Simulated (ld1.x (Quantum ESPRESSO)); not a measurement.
**Se (Z = 34): one change to a TM potential, before and after**

| Item | Value |
| --- | --- |
| Element | Se |
| Generator | ld1.x (Quantum ESPRESSO) 7.5 |
| Type | norm-conserving Troullier–Martins (Kleinman–Bylander form) |
| Functional | PBE |
| Relativity | fully relativistic |
| Frozen core | [Ar] 3d10 |
| Valence charge | 6 |
| Reference configuration | 4s2 4p2 (charge +2) |
| Partial waves | 4p (bound): rc 1.20 bohr; 4d channel at 0.4 Ry: rc 1.10 bohr; 4s (bound): rc 1.20 bohr |
| Local potential | the s channel |
| Core correction | none |

Open shells are filled in proportion to 2j + 1 (rel_dist='average').

Change: functional LDA (PZ).

Cutoffs: the cutoffs (Ry, on a coarse ladder) from which the occupation-weighted sum of valence levels, in a spherical-Bessel basis at the reference potential, stays within 10 and 1 mRy of its value at 400 Ry; they do not see the model core or the augmentation charge, which bear on the density cutoff. Errors are all-electron minus pseudo energies relative to the spin-unpolarised reference configuration.

**Question.** How do hardness, ghosts and transferability respond?

**Answer.** The potential gets neither clearly harder nor softer (100 Ry and 230 Ry → 100 Ry and 230 Ry); both files keep a bound ghost (d, p); of the 7 tests that both files solve, the error grows in 6 and shrinks in 1 by more than 15 % and 0.3 meV (median size 1.7 → 24.7 meV).

| quantity | base | changed |
| --- | --- | --- |
| cutoff, loose | 100 Ry | 100 Ry |
| cutoff, tight | 230 Ry | 230 Ry |
| bound ghosts | p3/2, d5/2, d3/2, p1/2 | p3/2, d5/2, d3/2 |
| error for 4s2 4p4, meV [ΔE -31.20 → -31.58 eV] | +1.2 | +24 |
| error for 4s2 4p3, meV [ΔE -20.35 → -20.56 eV] | +0.5 | +10.0 |
| error for 4s2 4p1, meV [ΔE 30.87 → 31.16 eV] | +4.8 | +25 |
| error for 4s2 4p4.3, meV [ΔE -32.80 → -33.21 eV] | +1.7 | +26 |
| error for 4s0 4p6, meV [ΔE -9.25 → -9.50 eV] | +71 | +49 |
| error for 4s2 4p3.5, meV [ΔE -26.89 → -27.19 eV] | +0.8 | +17 |
| error for 4s1 4p5, meV [ΔE -20.33 → -20.65 eV] | +21 | +25 |
| s: phases at 1.31 bohr within 0.05 rad from the reference energy up to (Ry; the scan ends near 5) | -1.0 | -1.0 |
| p1/2: phases at 1.31 bohr within 0.05 rad from the reference energy up to (Ry; the scan ends near 5) | -1.4 | -1.3 |
| p3/2: phases at 1.31 bohr within 0.05 rad from the reference energy up to (Ry; the scan ends near 5) | -0.1 | -0.2 |
| d3/2: phases at 1.31 bohr within 0.05 rad from the reference energy up to (Ry; the scan ends near 5) | 2.0 | 1.9 |
| d5/2: phases at 1.31 bohr within 0.05 rad from the reference energy up to (Ry; the scan ends near 5) | 2.0 | 2.0 |

 A true bound ghost makes a file unfit for plane-wave use even where its test errors are small: the radial tests pick states by their node count and pass the ghost by.
